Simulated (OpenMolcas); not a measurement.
Nb2+ among 6 point charges of -1.5 e arranged as a tetragonal octahedron (D4h), 2.22 Å from the ion, with the axial distance 2.575 Å. The active orbitals were held to one l.

```json
{
  "Program": "OpenMolcas 26.06",
  "Method": "CASSCF",
  "Basis": "ANO-RCC-VDZP [6s5p3d1f]",
  "Scalar Hamiltonian": "DKH2, point nucleus",
  "Active space": "3 electrons in 5 orbitals (4d)",
  "State averaging": "2S+1 = 4 even, 10 roots; 2S+1 = 2 even, 40 roots",
  "Spin-orbit coupling": "state interaction with AMFI integrals over the reference wave functions"
}
```

What is the spin-free ground state (labels of D4, the rotations of D4h)?

4B1, 1-fold in its orbital part, 100 % from free-ion F terms; it has the highest spin that d3 allows.

Where is the first state of the same spin?

4E at 8000 cm-1 above the ground state.

What are the lowest two levels with spin-orbit coupling?

A 2-fold level E3/2 with g = 1.86, 3.65, 3.65, then a 2-fold level E1/2 5.8 cm-1 above it. Their leading multiplicities are 4 (100 %) and 4 (100 %).

What is χT at 300 K, and how does it compare with the textbook value?

The lowest level has 2S+1 = 4, for which the spin-only value is χT = S(S+1) / 2 = 1.875 cm3 K/mol (g = 2). The computed 1.650 at 300 K differs by -0.225, through orbital momentum, spin-orbit coupling and any other state in reach.

Without dynamic correlation the repulsion within the d shell is too large (B by tens of per cent), so at a given field states of lower spin stand too high. Point charges carry no covalency, so the field is a model and not that of real ligands. No measured value stands beside these numbers.
